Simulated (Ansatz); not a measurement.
`F[SiH](Cl)[S][GeH3]` at its PBE0-D4/def2-TZVP geometry, where that method's forces vanish. Charge 0, multiplicity 1.

```tsv
atom	x (Å)	y (Å)	z (Å)
F1	1.597	-1.229	-2.345
Si2	0.676	-0.344	-1.404
Cl3	-1.264	-0.616	-1.986
S4	1.015	-0.985	0.566
Ge5	-0.527	0.319	1.538
H6	1.001	1.076	-1.626
H7	-0.633	1.627	0.741
H8	0.004	0.571	2.953
H9	-1.869	-0.419	1.562
```

Task: For each bond, give half the difference of the two atoms' forces along it (eV/Å; positive pushes the atoms apart) under PBE-D4, r2SCAN-D4, B3LYP-D4, ωB97M-V in def2-TZVPP. (Best estimate.)

Result: The calculation gave: 
| bond | length (Å) | PBE-D4 | r2SCAN-D4 | B3LYP-D4 | ωB97M-V |
| --- | --- | --- | --- | --- | --- |
| F1–Si2 | 1.586 | 0.56 | 0.05 | 0.14 | 0.16 |
| Si2–Cl3 | 2.044 | 0.13 | 0.05 | 0.18 | 0.05 |
| Si2–S4 | 2.099 | 0.07 | 0.03 | 0.10 | 0.00 |
| Si2–H6 | 1.474 | -0.01 | -0.05 | -0.18 | -0.22 |
| S4–Ge5 | 2.241 | 0.14 | 0.04 | 0.23 | 0.06 |
| Ge5–H7 | 1.535 | 0.06 | -0.04 | -0.02 | -0.07 |
| Ge5–H8 | 1.532 | 0.08 | -0.05 | -0.06 | -0.08 |
| Ge5–H9 | 1.532 | 0.07 | -0.04 | -0.04 | -0.08 |

B3LYP here is the variant with VWN-RPA as its local correlation; programs differ in this.

Computed with Ansatz.
